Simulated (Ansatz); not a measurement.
Abridged output of a molecular run in Ansatz:

```
Functional definition: HF
2603 factors; integrals over basis functions are off by at most 1.1e-3 eV
mean field evaluation 1: about -36487.4787 eV, gradient 9.3e1 eV
mean field evaluation 2: about -36487.9337 eV, gradient 9.3e1 eV
mean field evaluation 4: about -36502.3037 eV, gradient 1.9e1 eV
mean field evaluation 8: about -36502.9810 eV, gradient 7.1e-1 eV
mean field evaluation 16: about -36503.0090 eV, gradient 2.5e-6 eV
mean field -36503.00895146 eV, -1341.4608363381 hartree, gradient 2.7e-6 eV, S^2 0.000000; 0 other end points of the search recorded, 0 dependent functions left out; unrestricted orbitals would lower it
12 core orbitals not correlated: weight in the atoms' cores, before any rotation towards them, 1.000 or more for the frozen orbitals, at most 0.000 for the correlated occupied ones
reference -36503.00895146 eV, -1341.4608363381 hartree; 29, 29 occupied and 380, 380 virtual orbitals, 2603 factors
second order -57.83282612 eV of doubles, -0.00000000 eV of singles
cycle   1  -51.03282374 eV  change     6.8e0 eV  update   5.1e-1
cycle   2  -55.22725865 eV  change    -4.2e0 eV  update   6.0e-1
cycle   3  -55.99083464 eV  change   -7.6e-1 eV  update   8.9e-2
cycle   4  -56.07607623 eV  change   -8.5e-2 eV  update   5.1e-2
cycle   5  -56.04633110 eV  change    3.0e-2 eV  update   1.7e-2
cycle   6  -56.04387356 eV  change    2.5e-3 eV  update   6.0e-3
cycle   7  -56.04216601 eV  change    1.7e-3 eV  update   4.0e-3
cycle   8  -56.04082761 eV  change    1.3e-3 eV  update   2.1e-3
cycle   9  -56.03921190 eV  change    1.6e-3 eV  update   1.0e-3
cycle  10  -56.04073168 eV  change   -1.5e-3 eV  update   5.4e-4
cycle  11  -56.04125281 eV  change   -5.2e-4 eV  update   3.3e-4
cycle  12  -56.04079084 eV  change    4.6e-4 eV  update   1.8e-4
cycle  13  -56.04069662 eV  change    9.4e-5 eV  update   9.2e-5
cycle  14  -56.04075795 eV  change   -6.1e-5 eV  update   3.9e-5
perturbative correction -3.42174089 eV, -0.1257466583 hartree
Total energy: -36562.47145030 eV, -1343.6460428653 hartree
```

Its atoms:

Cartesian coordinates in Å:
```
C 2.244 -1.371 0.428
O 1.588 -0.311 1.078
V 0.066 0.225 0.324
N -0.505 1.434 1.226
O -1.096 -1.093 0.290
C -2.318 -1.397 0.890
O 0.362 0.791 -1.313
C 0.309 2.002 -2.003
H 1.713 -1.724 -0.469
H 3.243 -1.049 0.117
H 2.340 -2.219 1.113
H -0.892 2.194 1.768
H -2.203 -2.265 1.547
H -3.056 -1.642 0.118
H -2.690 -0.555 1.481
H -0.335 1.897 -2.883
H -0.084 2.804 -1.370
H 1.313 2.280 -2.341
```

Task: Which basis set was used?
A. def2-SVP
B. def2-SVPD
C. cc-pV(Q+d)Z
D. def2-TZVPP

Result: D. It gives 421 functions.

Task: Write the keys of the input that set method, charge and spin (a neutral closed shell needs none for the last two).

Result: 
```yaml
correlation: {method: ccsd_t}
```
